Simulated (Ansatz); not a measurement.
Basis-set extrapolation for `BN1B[SiH2]1` (PBE0-D4/def2-TZVP geometry, frozen core, Ansatz). Multiplicity 1, RHF reference.

|  | def2-TZVPP | def2-QZVPP |
| --- | --- | --- |
| HF | -395.718669 | -395.732858 |
| MP2 correlation | -0.516260 | -0.551723 |
| CCSD(T) correlation | -0.581224 | not run |

Energies in hartree. Use E(X) = E(∞) + A·exp(−7.88·√X) for Hartree–Fock and E(X) = E(∞) + B·X^(−2.97) for correlation, with X = 3 and 4, and add CCSD(T) minus MP2 of the smaller set to the MP2 limit.

Q: What is the CCSD(T) energy at the basis-set limit?

A: HF limit: -395.732858 + (-0.014189) × 0.13774 = -395.73481. MP2 limit: -0.551723 + (-0.035463) × 0.74074 = -0.57799. Higher-order term: -0.581224 − (-0.516260) = -0.06496. Total: -396.37776 hartree, 204.4 kJ/mol below CCSD(T)/def2-TZVPP.
